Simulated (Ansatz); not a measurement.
The molecule AlS, multiplicity 2 (the spin of the measured ground state).

```tsv
level	bond energy D_e (kJ/mol)
SVWN5/def2-TZVPP	494.3
PBE/def2-TZVPP	429.8
B97M-V/def2-TZVPP	435.8
B3LYP/def2-TZVPP	395.6
PBE0/def2-TZVPP	408.2
BHLYP/def2-TZVPP	367.9
wB97X-V/def2-TZVPP	403.5
wB97M-V/def2-TZVPP	410.2
B2PLYP/def2-TZVPP	399.4
CCSD/def2-TZVPP	358.6
CCSD/def2-QZVPP	373.3
CCSD(T)/def2-TZVPP	382.8
CCSD(T)/aug-cc-pV(Q+d)Z	401.7
CCSD(T)/def2-QZVPP	399.3
```

The rows run from 358.6 (CCSD/def2-TZVPP) to 494.3 kJ/mol (SVWN5/def2-TZVPP). From def2-TZVPP to def2-QZVPP CCSD(T) changes by 16.5. The 9 functionals in def2-TZVPP without D3 or D4 span 126.4, from BHLYP to SVWN5.

D_e counts from the fitted minimum to each atom's lowest state at the same level, without counterpoise.

Frozen-core correlation.

Run with Ansatz (a program for electronic structure). Each number belongs to the level named beside it.
